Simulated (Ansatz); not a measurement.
`[NH2][Hf]([NH2])([OH])[Cl]`, charge 0, multiplicity 1.

(1) Give a relaxed structure at PBE0-D4/def2-TZVP (the Gaussian-basis code of Ansatz). (An estimate is asked.)

Results:

(1) The calculation gave: 
Z-matrix (Å, degrees):
```
Hf
N 1 2.023
O 1 1.925 2 106.7
N 1 2.029 2 105.6 3 119.7
Cl 1 2.385 2 113.0 3 -122.6
H 2 1.011 1 125.0 3 170.3
H 2 1.010 1 125.9 3 -2.4
H 3 0.953 1 150.4 2 125.5
H 4 1.011 1 125.7 2 170.7
H 4 1.010 1 125.5 2 -9.2
```
This is one stationary point; other conformers may exist.
